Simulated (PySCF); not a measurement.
CBr3, charge +1. Atoms are numbered in the order given.

```xyz
4

C      0.0000     0.0000     0.0000
Br     1.8217     0.0000     0.0000
Br    -0.9108     1.5776     0.0000
Br    -0.9108    -1.5776     0.0000
```
Charge +1, spin multiplicity 1.

Geometry: B3LYP-D3(BJ)/def2-SVP.

All values below come from PBE/def2-TZVP (PySCF).

Symmetry labels are those of the subgroup C2v that the program uses (full group D3h).

Computed valence orbital energies around the gap with their symmetry:
```json
[
 {"orbital": "HOMO−7", "symmetry": "B1", "energy (eV)": "-17.54"},
 {"orbital": "HOMO−6", "symmetry": "A1", "energy (eV)": "-17.54"},
 {"orbital": "HOMO−5", "symmetry": "B2", "energy (eV)": "-16.14"},
 {"orbital": "HOMO−4", "symmetry": "A1", "energy (eV)": "-13.67"},
 {"orbital": "HOMO−3", "symmetry": "B1", "energy (eV)": "-13.67"},
 {"orbital": "HOMO−2", "symmetry": "A2", "energy (eV)": "-13.56"},
 {"orbital": "HOMO−1", "symmetry": "B2", "energy (eV)": "-13.56"},
 {"orbital": "HOMO", "symmetry": "B1", "energy (eV)": "-12.67"},
 {"orbital": "LUMO", "symmetry": "B2", "energy (eV)": "-10.28"},
 {"orbital": "LUMO+1", "symmetry": "A1", "energy (eV)": "-8.21"},
 {"orbital": "LUMO+2", "symmetry": "B1", "energy (eV)": "-6.00"},
 {"orbital": "LUMO+3", "symmetry": "A1", "energy (eV)": "-6.00"}
]
```
